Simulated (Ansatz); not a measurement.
```yaml
crystal:
  periodic: [false, false, false]
  atoms:
    - {symbol: O, position_ang: [-1.195071, -1.885838, 0.341589]}
    - {symbol: Ta, position_ang: [-0.378510, -0.433164, 0.284570]}
    - {symbol: O, position_ang: [1.218106, -0.219648, 1.425667]}
    - {symbol: O, position_ang: [0.043522, 0.044389, -1.738532]}
    - {symbol: Cl, position_ang: [-2.177643, 1.270164, 0.889941]}
    - {symbol: H, position_ang: [1.646005, 0.446221, 1.405847]}
    - {symbol: H, position_ang: [0.548142, 0.677712, -2.214508]}
basis:
  gaussian: {orbitals: def2-mTZVPP, final_grid: {core_spheres: 20, valence_spheres: 16, degree: 47}}
total_charge: 1
magnetization: {spin_polarized: true, initial_magnetization: 1}
hamiltonian: {xc: {name: r2SCAN}, dispersion: d3bjatm, pseudopotentials: {relativity: scalar}}
scf: {lower_state_search: light}
relax: {f_tol: 0.001, max_steps: 2}
output: {forces: true}
```

```sh
$ ansatz run in.yaml --threads 4 --pin off --events-out ev --progress --plain --max-ram 10444MiB
```

(1) How does Ansatz answer? (Best estimate.)

## Answers

(1) Computed: The calculation stopped without meeting its thresholds.
```
Functional definition: r2SCAN
1168 factors; their error is unknown
mean field evaluation 1: about -20243.2014 eV, gradient 1.0e2 eV
mean field evaluation 2: about -19807.3881 eV, gradient 2.8e2 eV
mean field evaluation 4: about -20214.0213 eV, gradient 1.1e2 eV
mean field evaluation 8: about -20278.4842 eV, gradient 1.2e1 eV
mean field evaluation 16: about -20279.2142 eV, gradient 4.6e0 eV
mean field evaluation 32: about -20279.3669 eV, gradient 1.6e-5 eV
mean field -20279.36690577 eV, -745.2529879383 hartree, gradient 9.0e-6 eV, S^2 0.767524; 10 other end points of the search recorded, 0 dependent functions left out
reference -20279.36691637 eV, -745.2529883281 hartree; 28, 27 occupied and 117, 118 virtual orbitals, 1168 factors
relax step   1: F+E_penalty+E_count = -20279.40768279 eV  Δ(F+E_penalty+E_count) = +0.000e0 eV  max|allowed force component| = 1.505e1 eV/Å  Δτ_max = 0.0000 Å  (362 SCF iters, accepted)
1168 factors; their error is unknown
mean field -20281.72070667 eV, -745.3394885262 hartree, gradient 1.0e-5 eV, S^2 0.767450; 0 other end points of the search recorded, 0 dependent functions left out
reference -20281.72071662 eV, -745.3394888919 hartree; 28, 27 occupied and 117, 118 virtual orbitals, 1168 factors
relax step   2: F+E_penalty+E_count = -20281.76252804 eV  Δ(F+E_penalty+E_count) = -2.355e0 eV  max|allowed force component| = 3.162e0 eV/Å  Δτ_max = 0.1965 Å  (98 SCF iters, accepted)
Error: geometry relaxation did not converge after 2 steps: max|allowed force component| = 3.16e0 eV/Å (threshold 1.0e-3). Raise `relax.max_steps` over both its present limit and 2, loosen `relax.f_tol`, or start from a geometry closer to equilibrium. Where this run's directory can be resumed (`checkpoint.write`), a resume goes on for up to `relax.max_steps` more
```
